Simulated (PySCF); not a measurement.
## Fractional electron number in Ge⁺ (germanium, charge +1)

The 4p alpha orbital of [Ar] 3d10 4s2 4p1 is emptied in steps (occupation f), with all orbitals relaxed, ending at [Ar] 3d10 4s2. Calculation: PySCF 2.14, in def2-SVP (5s4p3d, 32 functions); no relativity, point nucleus. The exact energy is a straight line in f; departures are measured from the line between the end points of the same method.

| f | UHF (eV) | LDA (eV) | PBE (eV) | PBE0 (eV) | r2SCAN (eV) | LC-wPBE (eV) | BHandHLYP (eV) | wB97X (eV) | M06-2X (eV) | r2SCAN0 (eV) |
| --- | --- | --- | --- | --- | --- | --- | --- | --- | --- | --- |
| 1 | 0.000 | 0.000 | 0.000 | 0.000 | 0.000 | 0.000 | 0.000 | 0.000 | 0.000 | 0.000 |
| 0.8 | 0.047 | -0.674 | -0.655 | -0.479 | -0.619 | -0.067 | -0.322 | -0.120 | -0.310 | -0.457 |
| 0.6 | 0.070 | -1.015 | -0.982 | -0.717 | -0.922 | -0.098 | -0.483 | -0.184 | -0.453 | -0.679 |
| 0.4 | 0.069 | -1.017 | -0.981 | -0.713 | -0.911 | -0.093 | -0.482 | -0.189 | -0.428 | -0.668 |
| 0.2 | 0.045 | -0.679 | -0.651 | -0.472 | -0.596 | -0.058 | -0.321 | -0.131 | -0.263 | -0.435 |
| 0 | 0.000 | 0.000 | 0.000 | 0.000 | 0.000 | 0.000 | 0.000 | 0.000 | 0.000 | 0.000 |

Problem. For PBE0, how does the orbital energy at f = 1 compare with the removal energy?

Solution. −ε = 12.866 eV against a total-energy difference of 15.863 eV. By Janak's theorem ε = ∂E/∂f, so the gap between them reflects the curvature. Along the path −ε is 14.071 (f = 0.8), 15.279 (f = 0.6), 16.479 (f = 0.4), 17.655 (f = 0.2) eV.

```
   method  E(f=0) − E(f=1) (eV)  −ε at f=1 (eV)  −ε at f=0.4 (eV)
      UHF                15.254          15.553            15.192
      LDA                15.955          11.763            16.793
      PBE                15.847          11.763            16.678
     PBE0                15.863          12.866            16.479
   r2SCAN                16.028          12.141            16.856
  LC-wPBE                16.028          15.594            16.130
BHandHLYP                15.770          13.757            16.176
    wB97X                15.733          14.992            15.860
   M06-2X                15.663          13.707            16.181
  r2SCAN0                16.005          13.130            16.625
```

Reference removal energy between the ground levels: 15.935 eV (measured; NIST Atomic Spectra Database, ionization energies). The calculation has no spin-orbit coupling. UHF lacks correlation.
